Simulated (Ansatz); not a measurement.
Consider the formal exchange of groups at the Sn–S bond: `[SH][SnH2][SH]` + `CNC(O)F` → `[F][SnH2][SH]` + `CNC(O)S`.

Gas-phase electronic energies from Ansatz, PBE0-D4/def2-TZVP geometries. CBS: MP2 limit from def2 TZ/QZ plus the TZ coupled-cluster correction, frozen cores. def2 core potentials past Kr. For Sn outer-core shells are correlated without core-valence functions, which leaves a few kJ/mol of doubt a bond. One conformer a species, not always the lowest.

| species | HF/CBS(def2) energy (Eh) |
| --- | --- |
| `[SH][SnH2][SH]` | -1010.84016 |
| `CNC(O)F` | -308.12458 |
| `[F][SnH2][SH]` | -712.19482 |
| `CNC(O)S` | -606.75734 |

(1) Work out ΔE.

Largest T1 diagnostic among the species: 0.013.

## Answers

(1) ΔE = (-712.19482) + (-606.75734) − (-1010.84016) − (-308.12458) = 0.01258 Eh = +33.0 kJ/mol. CCSD(T)/CBS gives +17.4 kJ/mol.

From PBE to PBE0 (25 % exact exchange), in def2-TZVPP and without D4, ΔE moves by +8.1 kJ/mol. In def2-TZVPP, CCSD(T) changes the Hartree–Fock value by −13.3 kJ/mol (the triples alone add −2.4 kJ/mol) and MP2 by −16.7 kJ/mol.
